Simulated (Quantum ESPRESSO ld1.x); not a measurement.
Results of a calculation; reference values are marked as such.
Q: The mean radii <r> (bohr) of the occupied orbitals of an atom or ion are listed with their occupations. Level of theory: scalar-relativistic Kohn-Sham, LDA (Slater exchange, VWN5 correlation), spin-polarised, spherical densities, point nucleus (ld1.x of Quantum ESPRESSO 7.5).

orbital  occ.      <r>
1s up       1  0.02725
1s down     1  0.02725
2s up       1   0.1173
2s down     1   0.1173
2p up       3   0.1025
2p down     3   0.1025
3s up       1   0.3146
3s down     1   0.3146
3p up       3   0.3125
3p down     3   0.3125
3d up       5   0.2888
3d down     5   0.2888
4s up       1   0.7400
4s down     1   0.7395
4p up       3   0.7923
4p down     3   0.7910
4d up       5   0.9209
4d down     5   0.9149
5s up       1    1.866
5p up       3    2.203
5p down     1    2.236
6s up       1    4.620

Name the element and its charge. Open shells, if any, are filled with parallel spins first.

A: Z = 53, iodine, charge +1: I+ in [Kr] 4d10 5s1 5p4 6s1. The 1s radius gives Z: for a bare nucleus <r> = (2 gamma + 1)/(2Z) with gamma = sqrt(1 - (Z/c)^2), 0.02683 bohr for Z = 53, and screening makes it slightly larger (0.02725 here). The occupations add up to 52, and the charge is Z minus that.
